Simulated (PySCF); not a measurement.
Work out the structure from these simulated measurements.

Formula: C6H6S.

| Item | Value |
| --- | --- |
| Dipole | 1.23 D [PBE0/pcSseg-1] |
| NMR, other nuclei | isotropic shieldings of nuclei other than C and H, by class: 504 (1 S) ppm [GIAO PBE0/pcSseg-1] |
| 13C NMR | chemical shifts (computed TMS as zero) by class: 143.1 (1 C), 134.6 (2 C), 130.9 (2 C), 128.8 (1 C) ppm [GIAO PBE0/pcSseg-1] |
| 1H NMR | chemical shifts (computed TMS as zero) by class: 7.46 (2 H), 7.32 (2 H), 7.24 (1 H), 3.60 (1 H) ppm [GIAO PBE0/pcSseg-1] |
| Rotational structure | rotational constants A, B, C: 5.659, 1.598, 1.246 GHz [GFN2-xTB] |

Gas-phase values; electronic properties from PySCF, density fitting. Levels stand in brackets. Geometry: GFN2-xTB, one conformer, isolated molecule. NMR classes are plain means over equivalent atoms (diastereotopic ones count apart unless rotation or inversion swaps them), as if these changed places fast.

**Question.** Propose a structure and show how it fits.

**Answer.** Numbering: `[SH:1][c:2]1[cH:3][cH:4][cH:5][cH:6][cH:7]1`. Its formula, C6H6S, gives 4 degrees of unsaturation: 1 ring and 3 π bonds in the structure found (Kekulé form). 6 carbons fall into 4 classes; from least to most shielded: substituted aromatic carbon [C2] (143.1 ppm), aromatic CH carbon [C4/C6] (134.6 ppm, 2 C), aromatic CH carbon [C3/C7] (130.9 ppm, 2 C, up to 2.2 ppm apart in this geometry), aromatic CH carbon [C5] (128.8 ppm). Hydrogen classes from least to most shielded: 2 H on the meta carbons, C4/C6 (7.46 ppm), 2 H on the ortho carbons, C3/C7 (7.32 ppm), 1 H on the para carbon, C5 (7.24 ppm), 1 H on a thiol sulfur, S1 (3.60 ppm). The other shieldings belong to: 504 ppm, thiol sulfur [S1]. The optimised geometry has point group Cs and is an asymmetric top. Structure: `Sc1ccccc1`. The assignments are read from this structure; whether some other isomer fits the data as well wasn't checked.

The values belong to the conformer `[SH:1][c:2]1[cH:3][cH:4][cH:5][cH:6][cH:7]1`: H–S1–C2–C3 180°.
